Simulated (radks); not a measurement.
Values are calculated unless marked as measured or tabulated.
Ta I, 73 electrons, occupied as [Xe] 4f14 5d3 6s2 (the NIST ground configuration). Code: a radial shooting solver on a logarithmic mesh with Libxc functionals. Model: scalar-relativistic Kohn-Sham, BLYP, spin-polarised, spherical densities, finite nucleus; open shells are filled with parallel spins first (spin-orbit coupling, left out, can overturn this in heavy ions); Fermi nuclear charge, rms radius 5.3507 fm.

Normalised radial functions P(r) = r R(r), r in bohr:

r	5p down	4f up	4f down
0.001096	0.0019	0.0000	0.0000
0.001485	0.0031	0.0000	0.0000
0.002029	0.0052	0.0000	0.0000
0.00275	0.0086	0.0000	0.0000
0.003757	0.0144	0.0000	0.0000
0.005091	0.0237	0.0000	0.0000
0.006956	0.0388	0.0000	0.0000
0.009427	0.0616	0.0001	0.0001
0.01288	0.0957	0.0002	0.0002
0.01745	0.1404	0.0006	0.0006
0.02384	0.1936	0.0018	0.0018
0.03232	0.2378	0.0051	0.0051
0.04415	0.2436	0.0143	0.0143
0.05983	0.1694	0.0371	0.0373
0.08174	-0.0122	0.0918	0.0921
0.1108	-0.2389	0.2022	0.2029
0.1513	-0.3529	0.4048	0.4060
0.2051	-0.1693	0.6935	0.6956
0.2802	0.2648	1.0202	1.0233
0.3798	0.5264	1.2374	1.2410
0.5188	0.2400	1.2329	1.2361
0.7031	-0.4284	1.0151	1.0167
0.9606	-0.9524	0.6909	0.6892
1.302	-0.9643	0.3952	0.3900
1.779	-0.6115	0.1808	0.1751
2.41	-0.2592	0.0666	0.0632
3.293	-0.0673	0.0176	0.0165
4.463	-0.0103	0.0032	0.0030
6.097	-0.0007	0.0003	0.0003
8.263	0.0000	0.0000	0.0000
11.29	0.0000	0.0000	0.0000

5p down: eigenvalue -38.284 eV, 3 radial nodes at r = 0.0804, 0.234, 0.584 bohr, <r> = 1.29 bohr, 90 % of the charge inside 1.90 bohr. 4f up: eigenvalue -24.294 eV, 0 radial nodes, <r> = 0.642 bohr, 90 % of the charge inside 1.08 bohr. 4f down: eigenvalue -24.055 eV, 0 radial nodes, <r> = 0.638 bohr, 90 % of the charge inside 1.07 bohr.
